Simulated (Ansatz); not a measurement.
Z-matrix (Å, degrees):
```
C
H 1 1.0896
H 1 1.0921 2 110.47
B 1 1.4853 2 122.72 3 -165.71
H 4 1.1864 1 131.87 2 8.41
Si 4 1.9050 5 138.51 1 114.95
H 6 1.4790 4 126.15 5 158.50
H 6 1.4874 7 110.35 3 -133.41
```
Charge 0, spin multiplicity 1.

These are frozen-core CCSD(T)/cc-pVQZ // r2SCAN-D4/def2-TZVP (Ansatz, a program for electronic structure) values and carry that method's errors.

The HF energy is -354.35072 Ha. The MP2 correlation energy is -0.42372 Ha.

Q: Estimate the CCSD correlation energy, the (T) correction, the total energy and the T1 diagnostic.

A: 
```
Property                         Value
-----------------------  -------------
CCSD correlation energy    -0.45622 Ha
(T) correction             -0.02153 Ha
CCSD(T) total energy     -354.82847 Ha
T1 diagnostic                    0.014
```
